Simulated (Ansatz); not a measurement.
`O[BH][SnH2][OH]` + `O[SiH](F)F` → `[OH][SnH2][F]` + `OB[SiH](O)F`  (redistribution)

Gas-phase electronic energies from Ansatz, PBE0-D4/def2-TZVP geometries. CCSD(T)/CBS adds triple-zeta CCSD(T) − MP2 to the extrapolated MP2 energy (def2 sets, frozen cores). DFT in def2-TZVPP. def2 core potentials past Kr. For Sn outer-core shells are correlated without core-valence functions, which leaves a few kJ/mol of doubt a bond. Each species was taken in one conformer, which may not be the lowest.

`O[BH][SnH2][OH]`:

Z-matrix (Å, degrees):
```
Sn
B 1 2.265
O 1 1.981 2 107.4
H 1 1.713 2 115.0 3 116.8
H 1 1.712 2 115.2 3 -116.7
O 2 1.347 1 115.3 3 -0.9
H 2 1.203 1 124.4 3 179.1
H 3 0.960 1 110.9 2 1.2
H 6 0.963 2 114.3 1 179.9
```

`O[SiH](F)F`:

Cartesian coordinates in Å:
```
O -0.773 0.399 -0.929
Si 0.056 -0.055 0.379
F 1.423 0.736 0.494
F 0.457 -1.586 0.301
H -0.394 0.316 -1.805
H -0.769 0.190 1.561
```

`[OH][SnH2][F]`:

```xyz
6

O    -0.771    1.218    0.470
Sn    0.437   -0.189   -0.128
F    -0.220   -1.801    0.686
H    -1.684    1.089    0.201
H     0.298   -0.475   -1.799
H     1.939    0.158    0.569
```

`OB[SiH](O)F`:

Cartesian coordinates in Å:
```
O 1.995 0.135 -0.748
B 1.101 -0.323 0.153
Si -0.867 -0.039 -0.230
O -1.474 0.794 1.046
F -1.586 -1.473 -0.335
H 2.911 -0.029 -0.506
H 1.489 -0.881 1.147
H -1.213 0.653 -1.502
H -2.356 1.163 0.976
```

```
          species  PBE0-D4 energy (Eh)
`O[BH][SnH2][OH]`           -392.52411
     `O[SiH](F)F`           -565.54364
  `[OH][SnH2][F]`           -391.11553
    `OB[SiH](O)F`           -566.91017
```

(1) Work out ΔE.

Largest T1 diagnostic among the species: 0.015.

Results:

(1) ΔE = (-391.11553) + (-566.91017) − (-392.52411) − (-565.54364) = 0.04205 Eh = +110.4 kJ/mol. CCSD(T)/CBS gives +116.9 kJ/mol.

From r2SCAN to r2SCAN0 (25 % exact exchange), in def2-TZVPP and without D4, ΔE moves by +7.1 kJ/mol. At CCSD(T), def2-SVP lies −14.6 kJ/mol from the extrapolated value and def2-TZVPP +4.4 kJ/mol.
